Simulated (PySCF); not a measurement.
## Relaxation of triplet H₂WO

Computed with UPBE0/[W def2-TZVP with ECP60, O def2-TZVP, H def2-TZVP], scalar-relativistic core potentials, density fitting, no spin–orbit coupling, PySCF. A (50,194) grid was used.

A hand-made T-shaped (ligand arrangement 1) start, of Cs symmetry, held to at least that symmetry:

Coordinates in bohr (charge 0 multiplicity 3):
```
W     0.2488    0.0000   -0.0257
O    -3.0939    0.0000    0.0910
H     0.2488    0.0000    3.1679
H     3.4406    0.0000    0.0858
```

What does it relax to?

It ends at C2v with W–H 1.749 Å (×2), W–O 1.676 Å; H–W–H 127.0°, H–W–O 116.5° (×2) (after a last refinement on a finer grid). A frequency run shows a minimum. Other isomers or separated fragments may lie lower.

How much energy is released, and in how many steps?

173.1 kJ/mol in 13 steps.

Other spin states or occupations of the open shell can lie lower. Spin–orbit coupling, left out here, can matter for elements this heavy.

The relaxation took of the order of 70 core-seconds on a shared host.
